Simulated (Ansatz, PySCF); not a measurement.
KCl, SMILES [Cl][K]. Atoms are numbered in the order given.

```xyz
2

K      0.0000     0.0000    -1.2755
Cl     0.0000     0.0000     1.4188
```
Charge 0, spin multiplicity 1.

Coordinates come from a PBE0-D3(BJ)/def2-TZVPD optimisation.

Two levels are set side by side: PBE-D3(BJ)/def2-TZVPD (Ansatz, a program for electronic structure) and PBE0-D3(BJ)/def2-TZVPD (Ansatz). Each level has its own optimised geometry; the coordinates shown are those of the second. Frequencies come from the Hessian of PySCF at each geometry. Differences are taken from unrounded values.

```
quantity                            PBE0-D3(BJ)
----------------------------------  -----------
bond K1–Cl2 (Å)                           2.694
highest harmonic wavenumber (cm⁻¹)          270
mean harmonic wavenumber (cm⁻¹)             270
zero-point energy (kcal/mol)               0.39
```

What does PBE-D3(BJ) give, and how far is it from PBE0-D3(BJ)? (The exact figures need the calculation; the answer reports its results.)


```json
[
 {"quantity": "bond K1–Cl2 (Å)", "PBE-D3(BJ)": "2.701", "PBE-D3(BJ) minus PBE0-D3(BJ)": "0.007"},
 {"quantity": "highest harmonic wavenumber (cm⁻¹)", "PBE-D3(BJ)": "265", "PBE-D3(BJ) minus PBE0-D3(BJ)": "-6"},
 {"quantity": "mean harmonic wavenumber (cm⁻¹)", "PBE-D3(BJ)": "265", "PBE-D3(BJ) minus PBE0-D3(BJ)": "-6"},
 {"quantity": "zero-point energy (kcal/mol)", "PBE-D3(BJ)": "0.38", "PBE-D3(BJ) minus PBE0-D3(BJ)": "-0.01"}
]
```
